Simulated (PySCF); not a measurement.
GeH7NOSi.

```xyz
11

O      2.0835     0.6270     0.0725
Ge     0.7513    -0.5569     0.0819
N     -0.7514     0.1246    -0.7050
Si    -2.1772     0.7271     0.0815
H      1.8591     1.4533     0.5153
H      0.3577    -0.9235     1.5198
H      1.3114    -1.7168    -0.7429
H     -0.6958     0.2247    -1.7156
H     -2.3722     2.1967    -0.1214
H     -2.0113     0.4655     1.5402
H     -3.4195     0.0518    -0.4024
```
Charge 0, spin multiplicity 1.

Coordinates come from a ωB97X-D3(BJ)/def2-SVP optimisation. This is a generated structure with no PubChem entry under its InChIKey; it may be hypothetical. The values are those of a single conformer.

All values below come from PBE/pcSseg-1 (PySCF). Non-relativistic, no solvent.

Computed absolute GIAO shielding of each atom: isotropic value and principal components (ppm):
```
atom  σ(iso)     σ11     σ22     σ33   span
----  ------  ------  ------  ------  -----
O1     266.7   220.6   260.3   319.4   98.8
Ge2   1259.3  1139.2  1276.8  1361.8  222.5
N3     228.3   183.1   239.6   262.1   79.0
Si4    387.2   344.2   351.9   465.5  121.3
H5      30.6    22.8    26.9    42.0   19.2
H6      25.7    19.4    21.6    36.1   16.8
H7      25.8    19.1    21.1    37.3   18.2
H8      30.9    22.3    28.6    41.8   19.5
H9      26.2    22.3    24.3    31.9    9.6
H10     26.5    23.4    25.6    30.4    7.0
H11     26.2    22.4    24.3    32.0    9.6
```
